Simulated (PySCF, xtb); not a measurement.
diarsenic cation (As2), SMILES [As]#[As] (connectivity only; charge and spin as stated), charge +1, multiplicity 2.

Geometry: PBE0-D3(BJ)/def2-TZVP. The multiplicity is an assumed one; other spin states were not compared.

Calculation: IEF-PCM-M06-2X/def2-TZVPD (PySCF).

The values are the electrostatic part of the solvation free energy, E(continuum) − E(gas) at the gas-phase geometry, in a cavity of scaled van der Waals radii (PySCF's table); cavitation and dispersion terms are not included.

Estimate the values in water (ε = 78.36), benzene (ε = 2.27), toluene (ε = 2.37). (Estimate from the structure and the level; the computed values follow.)


| solvent | ε | ΔG(elec) (kcal/mol) |
|---|---|---|
| water | 78.36 | -65.1 |
| benzene | 2.27 | -36.6 |
| toluene | 2.37 | -37.9 |

For comparison, GFN2-xTB/ALPB(water) (xtb, at the GFN2-xTB geometry, all terms of that model) gives -53.5 kcal/mol.
